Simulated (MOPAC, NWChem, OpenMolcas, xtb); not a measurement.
## A ladder of methods for BHBr (SMILES [BH]Br)

BHBr has 3 atoms, charge 0, and is taken as a doublet. SMILES: `[BH]Br`. Geometry: relaxed at PBE0-D4/def2-TZVP.

```xyz
3

B    -0.0945   -0.5230   -0.1157
Br    1.1810    0.5632    0.7098
H    -1.0974   -0.1050   -0.6073
```

Each level gives the dipole moment (D). The values are calculated.

| level | kind | program | value (D) | CPU time |
| --- | --- | --- | --- | --- |
| MNDO | semi-empirical | MOPAC | 1.18 | under 2 s |
| PM3 | semi-empirical | MOPAC | 1.86 | under 2 s |
| PM7 | semi-empirical | MOPAC | 1.45 | under 2 s |
| GFN0-xTB | semi-empirical | xtb | 1.61 | under 2 s |
| UHF/ANO-R0 (sfX2C) | Hartree–Fock | OpenMolcas | 0.52 | 2.3 s |
| UHF/STO-3G | Hartree–Fock | NWChem | 0.93 | 1.8 s |
| UHF/3-21G | Hartree–Fock | NWChem | 0.82 | 1.8 s |
| UHF/def2-SVP | Hartree–Fock | NWChem | 0.58 | 7.6 s |
| UBP86/3-21G | GGA | NWChem | 0.73 | 4.1 s |
| UBP86/6-311G** | GGA | NWChem | 0.57 | 13 s |

All-electron rows without a relativistic Hamiltonian named are non-relativistic. The values span 0.52 to 1.86 D. Magnitudes only. Sets without polarisation functions give poor dipoles. CPU times are rough (shared hosts, several kinds of processor and program).
